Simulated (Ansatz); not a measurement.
Reaction (stannylene formation by 1,1-elimination): `C[CH2][Sn]([CH3])([Br])[N](C)C` → `C[CH2][Sn][Br]` + `CN(C)C`

Isolated molecules relaxed with PBE0-D4/def2-TZVP in Ansatz; ΔE leaves out vibrations. CBS: MP2 limit from def2 TZ/QZ plus the TZ coupled-cluster correction, frozen cores. Functionals use def2-TZVPP. B3LYP here is the variant with VWN-RPA as its local correlation; programs differ in this. HSE06 is defined as in plane-wave codes. def2 core potentials past Kr. For Br, Sn outer-core shells are correlated without core-valence functions, which leaves a few kJ/mol of doubt a bond. Scalar relativity is left out up to krypton. One conformer a species, not always the lowest.

`C[CH2][Sn]([CH3])([Br])[N](C)C`:

```xyz
22

C    -2.093    1.388   -1.341
C    -1.359    0.100   -1.682
Sn   -0.470   -0.811    0.039
C     0.402   -2.753   -0.160
Br   -2.277   -1.118    1.745
N     0.751    0.550    0.895
C     1.337    0.270    2.180
C     1.587    1.371    0.057
H    -2.546    1.829   -2.233
H    -2.892    1.210   -0.617
H    -1.423    2.132   -0.906
H    -0.563    0.269   -2.412
H    -2.034   -0.642   -2.114
H     1.209   -2.727   -0.893
H     0.800   -3.061    0.807
H    -0.359   -3.465   -0.478
H     1.548    1.208    2.713
H     0.646   -0.304    2.801
H     2.288   -0.287    2.118
H     2.569    0.920   -0.166
H     1.097    1.585   -0.897
H     1.782    2.338    0.542
```

`C[CH2][Sn][Br]`:

```xyz
9

C    -0.168   -0.897   -0.409
C     0.745    0.119    0.268
Sn   -0.283    1.465    1.660
Br   -1.840    2.425   -0.099
H    -0.957   -0.400   -0.979
H     0.386   -1.537   -1.102
H    -0.654   -1.559    0.314
H     1.546   -0.379    0.825
H     1.225    0.762   -0.479
```

`CN(C)C`:

Z-matrix (Å, degrees):
```
C
N 1 1.442
H 1 1.092 2 109.9
H 1 1.092 2 110.0 3 118.9
H 1 1.107 2 112.8 3 -120.5
C 2 1.442 1 111.5 3 -176.9
C 2 1.442 1 111.5 3 57.9
H 6 1.092 2 109.9 1 176.8
H 6 1.092 2 109.9 1 57.9
H 6 1.107 2 112.8 1 -62.6
H 7 1.092 2 109.9 1 -176.8
H 7 1.107 2 112.8 1 62.6
H 7 1.092 2 109.9 1 -57.9
```

| level | ΔE (kJ/mol) | difference from CCSD(T)/CBS |
| --- | --- | --- |
| LDA (SPW92) | 68.7 | -16.7 |
| PBE-D4 | 54.0 | -31.4 |
| revPBE-D4 | 46.3 | -39.1 |
| BLYP-D4 | 36.2 | -49.2 |
| r2SCAN-D4 | 68.3 | -17.1 |
| B97M-V | 66.1 | -19.3 |
| PBE0-D4 | 65.9 | -19.5 |
| B3LYP-D4 | 47.8 | -37.6 |
| r2SCANh-D4 | 69.6 | -15.8 |
| r2SCAN0-D4 | 71.5 | -13.9 |
| HSE06-D4 | 65.1 | -20.3 |
| BHLYP-D4 | 61.4 | -24.0 |
| ωB97X-V | 76.9 | -8.5 |
| ωB97M-V | 69.0 | -16.4 |
| B2PLYP | 48.6 | -36.8 |
| PBE-QIDH | 76.8 | -8.6 |
| PBE | 37.5 | -47.9 |
| revPBE | 22.5 | -62.9 |
| BLYP | 6.9 | -78.5 |
| PBE0 | 50.2 | -35.2 |
| B3LYP | 22.6 | -62.8 |
| r2SCAN0 | 64.2 | -21.2 |
| HSE06 | 49.9 | -35.5 |
| BHLYP | 37.7 | -47.7 |
| CAM-B3LYP | 42.8 | -42.6 |
| LC-ωPBE | 77.7 | -7.7 |
| RPA@PBE/def2-TZVPP | 70.3 | -15.1 |
| HF/def2-SVP | 20.3 | -65.1 |
| MP2/def2-SVP | 73.7 | -11.7 |
| CCSD/def2-SVP | 49.3 | -36.1 |
| CCSD(T)/def2-SVP | 53.7 | -31.7 |
| HF/def2-TZVPP | 34.3 | -51.1 |
| MP2/def2-TZVPP | 87.8 | 2.4 |
| SCS-MP2/def2-TZVPP | 72.8 | -12.6 |
| CCSD/def2-TZVPP | 72.2 | -13.2 |
| CCSD(T)/def2-TZVPP | 80.1 | -5.3 |
| MP2/def2-QZVPP | 90.9 | 5.5 |
| SCS-MP2/def2-QZVPP | 76.6 | -8.8 |
| MP2/CBS(def2) | 93.1 | 7.7 |
| CCSD/CBS(def2) | 77.5 | -7.9 |
| CCSD(T)/CBS | 85.4 | 0 |

Largest T1 diagnostic among the species: 0.012.

Leaving LDA and LC-ωPBE aside and taking each functional with its dispersion term where it has one, the values spread over 40.7 kJ/mol, from BLYP-D4 to ωB97X-V. LDA lies +31.2 kJ/mol from PBE without D4. At CCSD(T), def2-SVP lies −31.7 kJ/mol from the extrapolated value and def2-TZVPP −5.3 kJ/mol. The D4 term adds +25.3 kJ/mol with B3LYP and +15.6 kJ/mol with PBE0; it sums over pairs of atoms, weighted by their polarisabilities, and B3LYP, whose exchange is more repulsive, gets the larger term.
